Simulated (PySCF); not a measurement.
A PySCF script (with the pyscf-properties extension) for the NMR shieldings of `CC[N@+]1(C)C[C@H](C)[CH2][AlH2-]1`, C7H18AlN, on a GFN2-xTB geometry:

```python
import basis_set_exchange as bse
import numpy as np
from pyscf import gto, dft
from pyscf.prop import nmr

atoms = """
C     2.891249    0.688191    0.003074
C     1.892186   -0.222360    0.709061
N     0.635824   -0.464269    0.004385
C     0.843464   -1.104389   -1.285024
C    -0.175757    0.744785   -0.121734
C    -1.607313    0.401178   -0.548577
C    -2.464003    1.666480   -0.535961
C    -2.154022   -0.693967    0.386269
Al   -0.574095   -1.718535    1.117687
H     3.787429    0.773656    0.611917
H     3.178167    0.285916   -0.965143
H     2.483390    1.686051   -0.137650
H     2.344971   -1.203133    0.889090
H     1.636617    0.198790    1.685348
H    -0.078061   -1.613118   -1.573821
H     1.120314   -0.387771   -2.063277
H     1.621273   -1.860253   -1.191008
H     0.275620    1.456765   -0.825414
H    -0.221082    1.206332    0.869472
H    -1.584567    0.026111   -1.576925
H    -2.491088    2.097412    0.463080
H    -2.067789    2.413973   -1.222644
H    -3.483049    1.433578   -0.835791
H    -3.010230   -1.176195   -0.100307
H    -2.590747   -0.183674    1.263656
H    -0.082162   -3.111534    0.615234
H    -0.146435   -1.313597    2.570083
"""
names = dict.fromkeys(["C", "N", "Al", "H"], "pcSseg-1")
basis = {el: gto.basis.parse(bse.get_basis(n, elements=[el], fmt="nwchem")) for el, n in names.items()}
mol = gto.M(atom=atoms, basis=basis, charge=0, verbose=0)
mf = dft.RKS(mol, xc="PBE0")
mf.grids.level = 2
mf.grids.alignment = dft.numint.BLKSIZE   # the property module wants whole blocks of grid points
mf.conv_tol = 1e-9
mf.kernel()

calc = nmr.RKS(mf)   # GIAO
C = mf.mo_coeff
Co = C[:, mf.mo_occ > 0]
resp = mf.gen_response(singlet=True, hermi=2)
def vind(x):   # induced exchange potential for any number of trial vectors
    d = np.einsum("pi,xij,qj->xpq", C, 2 * x.reshape(-1, C.shape[1], Co.shape[1]), Co, optimize=True)
    return np.einsum("xpq,pi,qj->xij", resp(d - d.transpose(0, 2, 1)), C, Co, optimize=True).ravel()
mo1, _ = nmr.rhf.solve_mo1(calc, with_cphf=vind)
sigma = calc.kernel(mo1)
for i, s in enumerate(sigma):   # ppm
    print("%2d %-2s %9.2f" % (i, mol.atom_pure_symbol(i), np.trace(s) / 3))
```

Task: What does it print?

Result: 
```
 0 C     178.35
 1 C     130.54
 2 N     215.97
 3 C     145.29
 4 C     120.74
 5 C     150.85
 6 C     160.63
 7 C     173.01
 8 Al    386.12
 9 H      30.82
10 H      30.56
11 H      30.52
12 H      28.67
13 H      28.53
14 H      28.59
15 H      29.77
16 H      29.44
17 H      29.17
18 H      29.73
19 H      29.91
20 H      31.04
21 H      30.57
22 H      30.20
23 H      31.09
24 H      31.58
25 H      27.59
26 H      27.63
```

These numbers come from an equivalent density-fitted implementation of the same equations, which agrees with the script to about 0.01 ppm for H and up to a few tenths of a ppm for heavy atoms, so last digits may differ.

Size and cost of the density-fitted run: 250 basis functions, 80 s wall time on 1 thread of an Arm Neoverse V1, shared host; peak memory 1.2 GiB.
